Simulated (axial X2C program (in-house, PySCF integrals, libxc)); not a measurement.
Low determinants of SbTe⁺ at the PBE0 level, spin-free

Calculated with an axial X2C code built on PySCF integrals. Spin-free means the one-electron spin-free X2C Hamiltonian. Basis: Te dyall-cv3z [11s12p8d4f1g], Sb dyall-cv3z [11s12p8d4f1g] (cores contracted in-house); Gaussian nuclei, density fitting, unrestricted open shells. Masses: Te 129.906 u, Sb 120.904 u.

Search at 2.461 Å (vertical energies from the lowest determinant):

```tsv
ΔE (eV)	state	electrons beyond evenly filled partner blocks	electrons in σ, π, δ, φ
0.00	M_S = 0, Λ = 0	closed shell	42 44 16 0
1.95	M_S = 1, Λ = 2	2 × π+α, π+β, π-α	42 44 16 0
1.95	M_S = 1, Λ = 0	π+α, π+β, 2 × π-α	42 44 16 0
2.27	M_S = 0, Λ = 2	π+α, 2 × π+β, π-α	42 44 16 0
2.72	M_S = 1, Λ = 1	σα, π+α	41 45 16 0
2.96	M_S = 0, Λ = 1	σα, π+β	41 45 16 0
3.46	M_S = 2, Λ = 0	2 × π+α, 2 × π-α	42 44 16 0
```

Lowest determinant, M_S = 0, Λ = 0 (closed shell): Re = 2.448 Å, ωe = 307.2 cm⁻¹.

The determinant in row 2 of the search, M_S = 1, Λ = 2 (beyond evenly filled blocks: 2 × π+α, π+β, π-α), was followed along the bond at PBE0; measured from the minimum of the lowest determinant it gives:

Te = 1.629 eV (13136 cm⁻¹), Re = 2.666 Å, ωe = 227.8 cm⁻¹.

**Question.** Compare the bond of the determinant in row 2 with that of the lowest one.

**Answer.** At PBE0 its Re is 0.218 Å longer and its force constant, which goes as ωe², is 0.55 times that of the lowest determinant. T0 ≈ Te + Δωe/2 = 13136 + (-40) = 13096 cm⁻¹.

The search compares states at one distance, so a state with another bond length can lie lower; it is not exhaustive and yields mostly the lowest determinant of each block pattern, so other components and higher states of one pattern are missing. These are energies of single determinants, not of spin-adapted states; PBE0 term energies can be off by some tenths of an eV, and the functional has no current term.
